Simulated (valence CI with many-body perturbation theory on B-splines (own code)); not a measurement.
The numbers below are computed, except where a source is named.
## From CI to CI+MBPT in Ga X

Level of theory: valence CI with perturbative core correlation (CI+MBPT): four valence electrons over a frozen Dirac-Fock core [Ar], a basis of 9 s, 9 p, 10 d, 8 f, 5 g, 3 h, 1 i functions for each j, with the one-electron correlation potential Σ1, the two-electron term Σ2, the three-electron term Σ3, Breit, model QED; selected CI, second order for the rest, scaled by the run's own slope (own B-spline code, finite nucleus).

No measured spectrum was set against this ion. As an estimate, terms of the open shell hold to 2 to 4 % of their energy, and close levels can change places. Core correlation moves these levels by up to 4900 cm⁻¹, and in measured spectra 5 to 20 % of such shifts remained as error; rates that hang on mixing are uncertain with them. Only levels of the ground parity were solved; by the run's estimate the other parity begins above the list, which can be wrong where configurations are misplaced.

Each rung adds one term. CI alone is the Dirac-Coulomb CI over the frozen core; QED comes last and gives the full result, which names the levels. Energies are above 3d4 5D_0 on the same rung, in eV.

Letters in brackets count levels of one name in rising energy.

```
       Level  CI alone    + Σ1    + Σ2    + Σ3  + Breit    Full
    3d4 5D_1     0.083   0.086   0.092   0.092    0.082   0.083
    3d4 5D_2     0.231   0.240   0.255   0.255    0.227   0.228
    3d4 5D_3     0.427   0.443   0.468   0.468    0.415   0.417
    3d4 5D_4     0.658   0.681   0.718   0.718    0.633   0.635
3d4 3P_0 [a]     4.789   4.808   4.723   4.705    4.730   4.729
    3d4 3H_4     5.080   5.113   5.025   4.979    4.941   4.942
    3d4 3H_5     5.274   5.316   5.243   5.206    5.131   5.132
3d4 3P_1 [a]     5.245   5.281   5.215   5.221    5.207   5.208
    3d4 3H_6     5.450   5.498   5.442   5.406    5.289   5.291
3d4 3F_3 [a]     5.721   5.761   5.641   5.577    5.541   5.542
3d4 3F_2 [a]     5.719   5.761   5.667   5.609    5.572   5.573
3d4 3F_4 [a]     5.816   5.862   5.758   5.696    5.635   5.637
3d4 3P_2 [a]     5.926   5.983   5.938   5.947    5.877   5.881
    3d4 3G_3     6.454   6.508   6.345   6.274    6.218   6.220
    3d4 3G_4     6.601   6.657   6.492   6.407    6.326   6.329
    3d4 3G_5     6.739   6.801   6.643   6.568    6.459   6.462
    3d4 3D_3     8.088   8.146   7.789   7.656    7.603   7.605
    3d4 1I_6     7.867   7.931   7.838   7.740    7.627   7.630
    3d4 3D_2     8.124   8.183   7.842   7.721    7.669   7.672
    3d4 3D_1     8.228   8.292   7.950   7.816    7.770   7.772
3d4 1G_4 [a]     8.166   8.238   8.181   7.890    7.800   7.804
3d4 1S_0 [a]     9.147   9.221   9.102   8.581    8.528   8.531
3d4 1D_2 [a]     9.759   9.834   9.530   9.709    9.652   9.655
    3d4 1F_3    11.256  11.334  10.865  10.872   10.813  10.815
3d4 3P_2 [b]    13.003  13.087  12.633  12.674   12.637  12.639
3d4 3F_4 [b]    13.105  13.195  12.879  12.875   12.813  12.815
3d4 3F_2 [b]    13.165  13.258  12.922  12.924   12.874  12.877
3d4 3F_3 [b]    13.213  13.308  12.983  12.982   12.920  12.923
3d4 3P_1 [b]    13.470  13.569  13.128  13.174   13.125  13.128
3d4 3P_0 [b]    13.708  13.816  13.387  13.430   13.364  13.369
3d4 1G_4 [b]    14.922  15.024  14.631  14.661   14.589  14.592
```

(1) How does the ionisation energy move along the ladder, and which term matters most?

Results:

(1) CI alone 236.34, + Σ1 238.45, + Σ2 243.58, + Σ3 243.59, + Breit 243.57, + QED 243.58 eV. The largest step is Σ2, 5.13 eV. NIST lists 244 ± 2.5 eV (theoretical).
